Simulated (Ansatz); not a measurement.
Geometry optimisation, Ansatz 0.2.0, RKS PBE0-D4/def2-SVP.

Input file:

```yaml
crystal:
  periodic: [false, false, false]
  atoms:
    - { symbol: O, position_ang: [-0.0748, 1.4075, 0.4289] }
    - { symbol: Al, position_ang: [-0.1404, -0.3551, 0.0868] }
    - { symbol: Cl, position_ang: [-1.46678, -1.0692, -1.4948] }
    - { symbol: Br, position_ang: [1.06741, -1.89474, 1.34428] }
    - { symbol: H, position_ang: [0.5937, 1.7981, -0.1878] }
basis:
  gaussian: { orbitals: def2-SVP }
hamiltonian:
  xc: pbe0
  dispersion: d4
relax:
  f_tol: 0.015
  max_steps: 40
output:
  orbitals: {}
```

Command:

```bash
$ ansatz run input.yaml --threads 1 --pin off --max-ram 2048MiB --backend cpu --events-out ev --progress --plain --runs-dir out
```

Problem. Where does it end, and by what steps?

Solution. It converged. After 10 steps the energy has fallen by 0.460 eV; H5 moved furthest, 0.53 Å.

```json
{"step": "0", "energy less start (eV)": "0.0000", "largest force component (eV/Å)": "1.791", "accepted": "yes"}
{"step": "1", "energy less start (eV)": "-0.2312", "largest force component (eV/Å)": "1.341", "accepted": "yes"}
{"step": "2", "energy less start (eV)": "-0.2580", "largest force component (eV/Å)": "2.258", "accepted": "yes"}
{"step": "3", "energy less start (eV)": "-0.3438", "largest force component (eV/Å)": "0.439", "accepted": "yes"}
{"step": "4", "energy less start (eV)": "-0.3857", "largest force component (eV/Å)": "0.900", "accepted": "yes"}
{"step": "5", "energy less start (eV)": "-0.4025", "largest force component (eV/Å)": "1.485", "accepted": "yes"}
{"step": "6", "energy less start (eV)": "-0.4561", "largest force component (eV/Å)": "0.350", "accepted": "yes"}
{"step": "7", "energy less start (eV)": "-0.4596", "largest force component (eV/Å)": "0.038", "accepted": "yes"}
{"step": "8", "energy less start (eV)": "-0.4598", "largest force component (eV/Å)": "0.025", "accepted": "yes"}
{"step": "9", "energy less start (eV)": "-0.4599", "largest force component (eV/Å)": "0.022", "accepted": "yes"}
{"step": "10", "energy less start (eV)": "-0.4600", "largest force component (eV/Å)": "0.002", "accepted": "yes"}
```

```xyz
5
Properties=species:S:1:pos:R:3
O 0.404 1.216 0.311
Al -0.025 -0.397 0.075
Cl -1.366 -0.964 -1.425
Br 0.879 -1.934 1.410
H 0.087 1.967 -0.193
```

The run took 20 s on 1 thread of AMD EPYC 9R45 96-Core Processor (Zen 5), on a shared host, peak memory 0.2 GiB.
